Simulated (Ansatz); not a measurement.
Cost and result up the ladder for Ge14NH24, a doped nanocrystal cut from the lattice of germanium (N on an inner site) (39 atoms). Charge 0, multiplicity 2. Geometry: PBE-D4/def2-SVP.

| atom | x (Å) | y (Å) | z (Å) |
| --- | --- | --- | --- |
| Ge1 | 1.491 | -0.136 | 1.006 |
| Ge2 | -0.310 | 3.479 | 0.433 |
| Ge3 | 0.378 | -4.007 | 2.534 |
| Ge4 | -2.048 | -0.983 | 1.414 |
| Ge5 | 1.593 | 1.733 | -2.620 |
| Ge6 | -1.975 | 0.372 | -1.449 |
| Ge7 | -0.530 | -2.420 | -1.054 |
| Ge8 | 2.715 | 0.186 | -1.097 |
| Ge9 | 1.105 | -3.716 | 0.226 |
| Ge10 | 1.181 | 3.854 | -1.471 |
| Ge11 | 0.783 | 1.981 | 2.024 |
| Ge12 | -2.407 | 2.556 | -0.420 |
| Ge13 | -0.771 | -1.979 | 3.249 |
| Ge14 | -0.554 | 0.853 | -3.388 |
| N15 | -1.095 | -0.806 | -0.222 |
| H16 | 2.515 | -0.794 | 2.018 |
| H17 | -0.613 | 4.844 | 1.129 |
| H18 | 1.572 | -4.345 | 3.471 |
| H19 | -0.632 | -5.191 | 2.588 |
| H20 | -2.478 | 0.463 | 1.791 |
| H21 | -3.338 | -1.825 | 1.148 |
| H22 | 2.503 | 1.986 | -3.864 |
| H23 | -3.317 | -0.305 | -1.898 |
| H24 | 0.081 | -1.982 | -2.415 |
| H25 | -1.791 | -3.298 | -1.340 |
| H26 | 4.147 | 0.737 | -0.809 |
| H27 | 2.897 | -1.187 | -1.811 |
| H28 | 2.510 | -3.062 | 0.151 |
| H29 | 1.196 | -5.101 | -0.486 |
| H30 | 2.531 | 4.445 | -0.968 |
| H31 | 0.546 | 4.880 | -2.455 |
| H32 | 2.016 | 2.729 | 2.623 |
| H33 | -0.187 | 1.694 | 3.209 |
| H34 | -3.524 | 2.532 | 0.660 |
| H35 | -2.907 | 3.457 | -1.590 |
| H36 | 0.222 | -0.948 | 3.848 |
| H37 | -1.817 | -2.318 | 4.356 |
| H38 | -0.383 | -0.353 | -4.354 |
| H39 | -1.306 | 1.974 | -4.168 |

Ansatz on 4 threads of AMD EPYC 7R13 on a shared host and a share (37 GiB) of an NVIDIA H100 80GB HBM3. Times are rough, and most runs start from the orbitals of an earlier one. PBE0-D4/def2-TZVP serves as the yardstick here, not as an exact answer. Differences are given only for rows in sets of like size (and for xTB, whose basis is part of the method), since another set adds its own error. Binding counts from free atoms at the same level (Ge triplet, N quartet, H doublet; other spins of the atoms weren't run), without zero-point energy or a counterpoise term.

Correlated methods freeze 127 core orbitals; core or outer-core shells of Ge are correlated, in sets that lack core-valence functions. The rows differ in basis, and correlated rows in double-zeta sets carry the largest basis error. Single mean-field runs in def2-SVP, def2-TZVP are fitted with def2-universal-jkfit. Another isomer (doublet) lies 0.53 eV lower at PBE0-D4/def2-TZVP; other spin states weren't run for this one.

Correlated methods converge slowly with the basis, most of all in double-zeta sets.

| level | functions | binding energy per atom (eV) | difference from PBE0-D4/def2-TZVP (eV) |
| --- | --- | --- | --- |
| HF/def2-TZVP | 847 | 1.97 | -0.85 |
| r2SCAN-D4/def2-TZVP | 847 | 2.86 | 0.04 |
| PBE0-D4/def2-TZVP | 847 | 2.83 | 0.00 |
| MP2/def2-SVP | 582 | 2.64 | – |
| PBE-D4/def2-TZVP (with forces) | 847 | 2.84 | 0.01 |
| PBE0-D4/def2-SVP | 582 | 2.83 | – |
| PBE-D4/def2-SVP | 582 | 2.84 | – |

(1) Estimate how long each takes.

Results:

(1) PBE-D4/def2-SVP 14 s; HF/def2-TZVP 18 s; r2SCAN-D4/def2-TZVP 19 s; PBE-D4/def2-TZVP (with forces) 19 s; PBE0-D4/def2-SVP 20 s; MP2/def2-SVP 22 s; PBE0-D4/def2-TZVP 26 s. On shared hardware such times vary by a factor of up to 3.
